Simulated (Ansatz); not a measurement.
C2H3BF2O can be A, `O=CC(F)BF`, or B, `O=CCB(F)F`.

Computed with Ansatz on PBE0-D4/def2-TZVP structures; ΔE is electronic, products minus reactants. CBS: MP2 limit from def2 TZ/QZ plus the TZ coupled-cluster correction, frozen cores. Functionals use def2-TZVPP. B3LYP here is the variant with VWN-RPA as its local correlation; programs differ in this. Each species was taken in one conformer, which may not be the lowest.

A:

```xyz
9

O    -1.1337    0.4778    1.6916
C    -0.4454    0.9241    0.8221
C    -0.1693    0.2163   -0.4877
F     0.5354    1.0705   -1.3174
B     0.5992   -1.1544   -0.2937
F     0.0006   -2.1164    0.3680
H     0.0643    1.9081    0.8994
H    -1.1466    0.0067   -0.9473
H     1.6955   -1.3328   -0.7351
```

B:

```xyz
9

O     1.118   -1.706   -1.058
C     0.836   -1.016   -0.119
C    -0.481   -0.315    0.039
B    -0.356    1.247    0.031
F     0.690    1.857    0.556
F    -1.303    2.011   -0.474
H     1.564   -0.847    0.702
H    -1.191   -0.665   -0.712
H    -0.877   -0.567    1.034
```

(1) Which is lower in electronic energy at CCSD(T)/CBS, and by how much? (Best estimate.)

(2) Give E(B) − E(A) in kJ/mol with B3LYP, CCSD(T)/def2-TZVPP, B3LYP-D4, PBE-D4, ωB97M-V, HF/def2-TZVPP, PBE0-D4. (Best estimate.)

Largest T1 diagnostic: 0.015.

Answers

(1) Computed: B, by 266.4 kJ/mol.

(2) Ansatz gave: B3LYP -257.8, CCSD(T)/def2-TZVPP -266.0, B3LYP-D4 -257.7, PBE-D4 -254.2, ωB97M-V -261.2, HF/def2-TZVPP -263.8, PBE0-D4 -261.3. None reverses the order clearly.

From PBE to PBE0 (25 % exact exchange), in def2-TZVPP and without D4, E(B) − E(A) moves by −7.1 kJ/mol.
